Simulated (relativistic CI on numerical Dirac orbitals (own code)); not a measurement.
Fe⁶⁺: K-beta X-ray emission

Computed with this model: Dirac-Coulomb-Breit CI, separate exchange-only KLI orbitals for each configuration, QED by a radiative potential, multiplet model of X-ray emission after core ionisation, unscaled Slater integrals; configurations [Ar] 3d2 → 1s 2s2 2p6 3s2 3p6 3d2 → [Ne] 3s2 3p5 3d2; 80 K; Lorentzian 1.6 eV and Gaussian 1 eV FWHM. Energies are those of the free ion, without screening or charge transfer. S is read from ⟨S²⟩ = S(S + 1).

Field parameters in Wybourne normalisation: Td as Oh with Dq negative (B⁴₀ = 21Dq, B⁴₄ = √(5/14) B⁴₀). The field is a parameter set, without covalency.

Peaks in eV (height, largest 100): 7046.2 (13), 7053.6 (15), 7063.2 (7), 7071.2 (65), 7073.6 (100), 7076.2 (80).

Task: Which surroundings give this spectrum?
A. free ion
B. Td, 10Dq = -11800 cm⁻¹
C. Td, 10Dq = -2600 cm⁻¹
D. Td, 10Dq = -16400 cm⁻¹

Result: B. Td, 10Dq = -11800 cm⁻¹, where the ground state has S = 1.00.
